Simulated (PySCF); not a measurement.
Atom-mapped SMILES (the numbers label the heavy atoms): `[SiH3:1][NH:2][Si@H:3]1[SiH2:4][O:5][SiH2:6][SiH2:7][SiH2:8]1`. Each H is labelled by its parent atom. Ha(Si4), Ha(Si6), Ha(Si7), Ha(Si8) are cis to N2 on the ring; Hb(Si4), Hb(Si6), Hb(Si7), Hb(Si8) are trans to N2 on the ring.

- coordinates at the GFN2-xTB level
- PBE0/pcSseg-1 with gauge-including orbitals
- code: PySCF
- gas phase, rapidly exchanging positions averaged, relativity neglected, single conformer

δ = σ(ref) − σ, references computed at the same level: 1H and 29Si against TMS; NH3 for 15N; H2O for 17O.

```
  atoms  nucleus  count  Hirshfeld charge  δ (ppm)
Ha(Si4)       1H      1             -0.08        ?
    Si1     29Si      1              0.35    -51.2
Ha(Si8)       1H      1             -0.07     3.75
    Si8     29Si      1              0.15        ?
    Si4     29Si      1              0.31    -26.1
Ha(Si7)       1H      1             -0.08        ?
Hb(Si4)       1H      1             -0.08     5.92
    Si7     29Si      1              0.14   -138.8
Ha(Si6)       1H      1             -0.08        ?
    Si3     29Si      1              0.21        ?
Hb(Si8)       1H      1             -0.07        ?
 H(Si1)       1H      3             -0.08     4.55
  H(N2)       1H      1              0.11    -1.35
Hb(Si6)       1H      1             -0.08     5.63
    Si6     29Si      1              0.32    -26.3
     O5      17O      1             -0.31     -9.5
     N2      15N      1             -0.34     -6.4
 H(Si3)       1H      1             -0.09     5.60
Hb(Si7)       1H      1             -0.08     3.35
```

Q: Complete the table.

A: 
- Ha(Si4): 5.85 ppm, hydrogen on a silicon bonded to O, Si, in a 6-membered ring
- Ha(Si6): 5.69 ppm, hydrogen on a silicon bonded to O, Si, in a 6-membered ring
- Hb(Si8): 3.91 ppm, hydrogen on a silicon bonded to 2 Si, in a 6-membered ring
- Ha(Si7): 3.35 ppm, hydrogen on a silicon bonded to 2 Si, in a 6-membered ring
- Si3: -57.8 ppm, silicon bonded to N, 2 Si, H, in a 6-membered ring
- Si8: -126.0 ppm, silicon bonded to 2 Si, 2 H, in a 6-membered ring

OH and NH positions are those of a molecule without intermolecular hydrogen bonds; in solution they move with solvent, concentration and temperature, and exchange usually removes their couplings. Experimental scales use liquid or dissolved standards, which lie at an offset from isolated NH3 (liquid NH3: subtract about 20 ppm) and H2O (liquid H2O: subtract about 36 ppm).
